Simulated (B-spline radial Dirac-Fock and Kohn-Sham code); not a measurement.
**Elastic and transport cross sections of niobium for electrons**

Model: relativistic (Dirac) partial waves in the static field of the Dirac-Fock atom with Furness-McCarthy exchange, without polarisation or absorption potentials. Program: a radial finite-basis atomic code. Below a few hundred eV the neglected polarisation potential matters, most of all at small angles. σ_tr1 and σ_tr2 weight the cross section with 1 − P₁ and 1 − P₂ of cos θ; "backward" is the share scattered beyond 90°.

| energy (eV) | σ (a₀²) | σ_tr1 (a₀²) | σ_tr2 (a₀²) | σ/σ_tr1 | backward (%) |
| --- | --- | --- | --- | --- | --- |
| 50 | 52.0 | 17.3 | 24.7 | 3.01 | 14 |
| 54.6 | 50.6 | 15.6 | 22.9 | 3.25 | 12 |
| 55.1 | 50.5 | 15.4 | 22.7 | 3.27 | 11 |
| 59.6 | 48.9 | 14.1 | 21.1 | 3.47 | 9.7 |
| 63.5 | 47.4 | 13.1 | 20.0 | 3.63 | 8.5 |
| 82.8 | 40.6 | 10.1 | 16.1 | 4.01 | 5.6 |
| 82.9 | 40.5 | 10.1 | 16.1 | 4.01 | 5.6 |
| 100 | 35.8 | 8.95 | 14.0 | 4.00 | 5.7 |
| 114 | 32.7 | 8.41 | 12.8 | 3.89 | 6.7 |
| 200 | ? | ? | ? | ? | ? |
| 300 | 17.8 | 5.30 | 5.20 | 3.35 | 14 |
| 327 | 16.9 | 4.98 | 4.75 | 3.40 | 14 |
| 427 | 14.7 | 4.02 | 3.60 | 3.66 | 13 |
| 443 | 14.4 | 3.89 | 3.46 | 3.70 | 12 |

Task: Fill in the row for 200 eV.

Result: σ = 22.6 a₀², σ_tr1 = 6.71 a₀², σ_tr2 = 7.89 a₀², σ/σ_tr1 = 3.37, backward 13 %. The ratio σ/σ_tr1 is roughly the number of elastic collisions that randomise the direction.

Values without a named source are computed, but for edge energies of neutral atoms, which are taken from tables.
